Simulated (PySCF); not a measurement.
SMILES O=C(C)[SiH2][SiH2]C=O (C₃H₈O₂Si₂) (GFN2-xTB optimised geometry):

```
15

C     -0.263    -1.044    -0.046
C      0.553     0.211     0.000
O      1.765     0.211     0.000
Si    -0.328     1.927     0.000
Si     0.887     3.078    -1.596
C      1.009     1.697    -2.929
O      0.285     0.733    -2.863
H      0.356    -1.927     0.101
H     -0.724    -1.087    -1.031
H     -1.055    -1.003     0.698
H     -0.188     2.452     1.365
H     -1.765     1.734    -0.235
H      2.252     3.533    -1.321
H      0.216     4.196    -2.276
H      1.736     1.768    -3.762
```

Method: PySCF with B3LYP/def2-TZVP.

Problem. What are the frontier orbital energies and the dipole moment?

Solution. HOMO-2 -8.74 eV, HOMO-1 -7.02 eV, HOMO -6.58 eV, LUMO -1.98 eV, LUMO+1 -1.27 eV; dipole moment 1.87 D.

Meta-Löwdin charges at B3LYP/def2-TZVP: C1 -0.37, C2 0.22, O3 -0.41, Si4 0.34, Si5 0.35, C6 0.09, O7 -0.38, H8 0.13, H9 0.15, H10 0.13, H11 -0.08, H12 -0.09, H13 -0.07, H14 -0.08, H15 0.08.
